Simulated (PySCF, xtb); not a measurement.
phosphorus nitride (NP), SMILES N#P.

Coordinates come from a B3LYP-D3(BJ)/def2-TZVPD optimisation.

Level of theory: C-PCM-B3LYP/def2-TZVPD in PySCF.

The values are the electrostatic part of the solvation free energy, E(continuum) − E(gas) at the gas-phase geometry, in a cavity of scaled van der Waals radii (PySCF's table); cavitation and dispersion terms are not included. In vacuum the orbital gap is 6.41 eV. The dipole moment in vacuum is 2.91 D.

```tsv
solvent	ε	ΔG(elec) (kcal/mol)	dipole (D)	gap (eV)
water	78.36	-5.7	4.16	6.67
dichloromethane	8.93	-4.9	3.99	6.63
N,N-dimethylformamide	37.22	-5.6	4.13	6.66
```

For comparison, GFN2-xTB/ALPB(water) (xtb, at the GFN2-xTB geometry, all terms of that model) gives -1.6 kcal/mol.
